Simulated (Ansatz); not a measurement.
Relaxation of CH₉B₂ClSi₂ (15 atoms, charge 0, multiplicity 1), to a largest force component of 0.02 eV/Å in at most 40 steps.

Computed with UKS PBE0-D4/6-31G (Ansatz 0.2.0).

```xyz
15
Properties=species:S:1:pos:R:3
B -0.384 -1.885 0.824
C -0.519 -0.370 0.213
B 0.870 0.096 -0.360
Si 1.188 0.606 -2.214
Si -1.087 0.819 1.519
Cl 0.252 0.863 3.147
H -1.380 -2.352 1.243
H 0.626 -2.421 0.835
H -1.255 -0.346 -0.568
H 1.840 0.152 0.398
H 0.753 -0.550 -3.042
H 2.528 0.996 -2.441
H 0.172 1.750 -2.528
H -1.207 2.189 0.981
H -2.419 0.402 2.021
```

Task: Where does it end, and by what steps?

Result: The forces met the threshold. The force dipped under the threshold on the way, but the program's further checks kept it going. Limits of this set-up: no polarisation functions. After 33 steps the energy has fallen by 0.598 eV; H8 moved furthest, 1.03 Å.

```tsv
step	energy less start (eV)	largest force component (eV/Å)	accepted
0	0.0000	2.294	yes
2	-0.4645	0.977	yes
4	-0.5508	0.200	yes
6	-0.5704	0.149	yes
8	-0.5798	0.074	yes
10	-0.5837	0.096	yes
12	-0.5866	0.118	yes
14	-0.5886	0.075	yes
16	-0.5899	0.025	yes
18	-0.5909	0.042	yes
20	-0.5922	0.068	yes
22	-0.5934	0.071	yes
24	-0.5950	0.072	yes
26	-0.5966	0.037	yes
28	-0.5972	0.056	yes
30	-0.5980	0.013	yes
32	-0.5982	0.022	yes
33	-0.5983	0.013	yes
```

```xyz
15
Properties=species:S:1:pos:R:3
B -0.576 -1.858 0.884
C -0.598 -0.467 0.190
B 0.809 -0.127 -0.383
Si 1.055 0.663 -2.234
Si -0.895 0.893 1.532
Cl 0.567 0.807 3.141
H -1.354 -2.706 0.554
H 0.232 -2.098 1.733
H -1.424 -0.319 -0.521
H 1.779 -0.343 0.289
H 1.583 -0.411 -3.158
H 2.057 1.789 -2.251
H -0.234 1.172 -2.831
H -0.781 2.258 0.928
H -2.241 0.697 2.156
```

Whether the end is a true minimum wasn't checked by a vibrational analysis.

The run took 5.7 min on 2 threads of Arm Neoverse N1, with other jobs on the host, peak memory 0.34 GiB.
